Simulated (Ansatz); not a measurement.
Frontier orbitals of Cl3Y, SMILES `[Cl][Y]([Cl])[Cl]`.

| atom | x (Å) | y (Å) | z (Å) |
| --- | --- | --- | --- |
| Cl1 | 2.396 | 0.378 | -0.207 |
| Y2 | 0.000 | 0.000 | 0.000 |
| Cl3 | -1.453 | 0.309 | -1.928 |
| Cl4 | -0.943 | -0.687 | 2.136 |

Charge 0, multiplicity 1. Correlated methods include outer-core shells of Y, which these sets cover unevenly. Y: def2 effective core potential. The geometry is a stationary point of PBE0-D4/def2-TZVP. Basis def2-TZVPP, Ansatz 0.2.0.

```
functional  HOMO (eV)  LUMO (eV)  gap (eV)
       PBE      -7.74      -3.64      4.10
    revPBE      -7.68      -3.49      4.19
      BLYP      -7.56      -3.65      3.91
      PBE0      -9.12      -2.86      6.26
   r2SCAN0      -9.37      -2.63      6.74
     BHLYP     -10.34      -2.28      8.06
   LC-ωPBE     -11.92      -0.78     11.14
   ωB97M-V     -11.36      -1.36     10.00
```

Against PBE, PBE0 changes HOMO and LUMO by −1.38 and +0.77 eV, ωB97M-V by −3.62 and +2.28 eV. A gap of 4.10 eV thus becomes 10.00 eV for the same molecule, so an orbital gap means little without its functional.

LC-ωPBE has ω = 0.4 bohr⁻¹.
